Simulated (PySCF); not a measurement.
C2H7B3F3N3.
Atom-mapped SMILES: `[F:1][C:2]([F:3])([F:4])[CH2:5][N:6]1[BH:7][NH:8][BH:9][NH:10][BH:11]1`

Structure used (PBE0-D3(BJ)/def2-SVP), in Å, numbered top down from 1:
```xyz
18
C2H7B3F3N3 angstrom
F      2.162   -1.482   -0.796
C      2.442   -0.276   -0.297
F      3.705   -0.296    0.136
F      2.372    0.597   -1.307
C      1.507    0.096    0.835
N      0.126    0.103    0.424
B     -0.645   -1.106    0.507
N     -1.980   -1.094    0.017
B     -2.583    0.064   -0.555
N     -1.785    1.245   -0.610
B     -0.446    1.297   -0.132
H      1.681   -0.631    1.641
H      1.823    1.086    1.196
H     -0.167   -2.099    1.003
H     -2.522   -1.946    0.081
H     -3.719    0.048   -0.967
H     -2.188    2.088   -0.998
H      0.195    2.320   -0.168
```

Definitions: NICS(0) = −σiso at the ring centroid; NICS(1) = −σiso and NICS(1)zz = −σzz at ±1 Å along the ring normal z. Level: GIAO PBE0/pcSseg-1 (PySCF, non-relativistic, gas phase) on the PBE0-D3(BJ)/def2-SVP geometry, one conformer.

Ring bond lengths (Å), with Mayer bond orders in brackets: N6–B7 1.436 (1.08), B7–N8 1.422 (1.19), N8–B9 1.426 (1.16), B9–N10 1.426 (1.16), N10–B11 1.422 (1.19), B11–N6 1.436 (1.08).

Question: Give the NICS values of each ring in ppm.

Answer: 
```csv
ring,type,NICS(0),"NICS(1), two faces","NICS(1)zz, two faces",rms pucker (Å),"centre to ring atoms, mean (Å)"
N6–B7–N8–B9–N10–B11,6-membered ring with 3 B and 3 N; formal bonds all single,-3.1,-3.4 / -3.7,-4.7 / -6.2,0.00,1.43
```

Question: What do they say, and how far can they be read as aromaticity?

Answer: 
- N6–B7–N8–B9–N10–B11: mean NICS(1)zz -5.4 ppm, shielded.

Question: At the first NICS(1) probe listed for ring N6–B7–N8–B9–N10–B11, 1 Å off the ring, what do the in-plane components average?

Answer: The isotropic value is a third of the trace: (3 × -3.4 − (-4.7))/2 = -2.7 ppm.

Question: How do the values depend on the level or the medium?

Answer: 
```json
{"level": "PBE0/pcSseg-1, gas", "NICS(0), N6–B7–N8–B9–N10–B11": "-3.1", "mean NICS(1)zz, N6–B7–N8–B9–N10–B11": "-5.4"}
{"level": "PBE0/pcSseg-2, gas", "NICS(0), N6–B7–N8–B9–N10–B11": "-2.0", "mean NICS(1)zz, N6–B7–N8–B9–N10–B11": "-5.4"}
{"level": "PBE0/pcSseg-1, IEF-PCM chloroform", "NICS(0), N6–B7–N8–B9–N10–B11": "-3.0", "mean NICS(1)zz, N6–B7–N8–B9–N10–B11": "-5.6"}
```

The geometry is the same throughout; the continuum's cavity takes Bondi-type radii × 1.2.

Time: 78 s; peak memory 1.2 GiB. Hardware: one thread, Arm Neoverse N1 (aarch64), no GPU, shared host. This is the whole shielding run at PBE0/pcSseg-1, SCF included.
